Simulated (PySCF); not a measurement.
Vertical excitations of a molecule C₄H₁₀BN from TDA-PBE/def2-SVPD run with PySCF, as energy in eV (oscillator strength): 5.65 (0.005), 5.85 (0.121), 5.94 (0.038), 6.21 (0.046), 6.60 (0.009), 6.66 (0.010), 6.76 (0.015), 6.81 (0.018), 6.93 (0.007), 7.42 (0.022). Lowest triplet (TDA): 3.93 eV. Geometry optimised at TPSSh-D3(BJ)/def2-SVP. One conformer was computed; it need not be the lowest.

Task: Identify the compound among the candidates.
(A) C=CCB(C)N
(B) C=CB(N)CC
(C) C/N=C/B(C)C
(D) C=C(C)B(C)N

Result: D, C=C(C)B(C)N
